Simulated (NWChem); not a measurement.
Species: Si2H6O3; SMILES O[SiH2]O[SiH2]O

```xyz
11

O     -1.5557     0.1073    -1.1238
Si    -1.5781     0.0369     0.5466
O     -0.0428    -0.3959     1.1083
Si     1.4620     0.0371     0.5284
O      1.3914     0.2116    -1.1571
H     -0.7068     0.4660    -1.4602
H     -1.9301     1.3578     1.1742
H     -2.5503    -1.0255     0.9457
H      2.4330    -1.0369     0.9157
H      1.8592     1.3887     1.0298
H      1.4385    -0.6291    -1.6478
```
Atoms are numbered in this order, from 1.

Program: NWChem. Geometry: optimised at PBE-D3(BJ)/def2-SVP. Level: PBE0/def2-SVP with SMD (1 M gas to 1 M solution), gas-phase geometry. Reactions with the solvent are ignored.

```tsv
solvent	dielectric constant	solvation free energy (kcal/mol)	cavity-dispersion-structure term (kcal/mol)	dipole in solution (D)
water	78.4	-6.0	3.2	2.17
1,4-dioxane	2.21	-3.1	-1.1	1.93
dimethyl sulfoxide	46.8	…	…	…
diethyl ether	4.24	-4.8	-1.9	2.00
benzene	2.27	-3.6	-1.6	1.94
```

### Question
Complete the blanks.

### Answer

- dimethyl sulfoxide, solvation free energy (kcal/mol): -4.4
- dimethyl sulfoxide, cavity-dispersion-structure term (kcal/mol): -0.7
- dimethyl sulfoxide, dipole in solution (D): 2.07
